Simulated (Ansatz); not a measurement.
Spin states of the cluster Te₃⁻ (the lowest doublet isomer of a short search), each relaxed with PBE0-D4/def2-SVPD in Ansatz. Electronic energies in the gas phase.

In the def2 sets Te takes a core potential; there is no spin–orbit coupling. Correlated methods freeze 12 core orbitals; core or outer-core shells of Te are correlated, in sets that lack core-valence functions. The rows differ in basis, and correlated rows in double-zeta sets carry the largest basis error. In CCSD on the charge -1 quartet the largest single amplitude is 0.23, so its Hartree–Fock determinant may place the open shell otherwise than the density functionals do. The structure comes from a short search, and lower isomers may exist.

Doublet geometry (C2v within 0.1 Å):

```xyz
3

Te   -0.4673    0.1843   -2.2368
Te   -0.5038   -0.2612    2.2211
Te    0.9711    0.0769    0.0156
```

Quartet geometry (D∞h within 0.1 Å):

```xyz
3

Te   -0.393   -2.223   -1.592
Te    0.397    2.226    1.586
Te   -0.004   -0.003    0.006
```

⟨S²⟩: doublet 0.75 at PBE0-D4/def2-TZVPD (pure 0.75), quartet 3.77 at PBE0-D4/def2-TZVPD (pure 3.75).

Only these spin states were relaxed.

```tsv
level	quartet − doublet (kJ/mol)	lowest of these	remarks
HF/def2-SVPD	93.4	doublet	spin-contaminated (⟨S²⟩ 3.88) (quartet)
r2SCAN-D4/def2-TZVPD	99.3	doublet	–
PBE0-D4/def2-TZVPD	113.1	doublet	–
BHLYP-D4/def2-TZVPD	122.1	doublet	–
```

(1) Estimate the rows for ωB97X-V/def2-TZVPD, RPA@PBE/def2-TZVPD, MP2/def2-TZVPD, CCSD/def2-SVPD.

Answers

(1) 
```tsv
level	quartet − doublet (kJ/mol)	lowest of these	remarks
ωB97X-V/def2-TZVPD	140.1	doublet	–
RPA@PBE/def2-TZVPD	105.4	doublet	–
MP2/def2-TZVPD	151.5	doublet	spin-contaminated (⟨S²⟩ 3.89) (quartet)
CCSD/def2-SVPD	109.3	doublet	spin-contaminated (⟨S²⟩ 3.88) (quartet)
```
